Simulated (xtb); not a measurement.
F$_{4}$Zr, charge +1, doublet, at a GFN2-xTB geometry (such geometries of metal compounds can be far from the true shape) (the multiplicity is a formal guess). Base run: xtb with GFN2-xTB.

Input for xtb:
```
$ xtb mol.xyz --gfn 2 --chrg 1 --uhf 1 --json

# file mol.xyz
5

Zr     0.00000000    -0.00000000     0.00000000
F      1.19625354     0.87726079    -1.14149566
F      0.94458360    -1.17292463     1.11158940
F     -1.23870792    -0.96627039    -1.01761760
F     -0.90212922     1.26193423     1.04752386
```

The base run was repeated with changes; each row names its change, and settings that it needs were set with it.

```tsv
change	ΔE vs base (kcal/mol)	G_solv (kcal/mol)	SCF cycles
base	0.000	-	10
gbsa = thf	-41.90	-42.02	9
alpb = ch2cl2	-40.27	-40.49	9
acc = 0.1	0.000	-	13
acc = 30	0.000	-	10
alpb = thf	-37.63	-37.66	10
```

ALPB and GBSA are two models with their own fitted parameters for each solvent, which aren't always the measured dielectric constant.
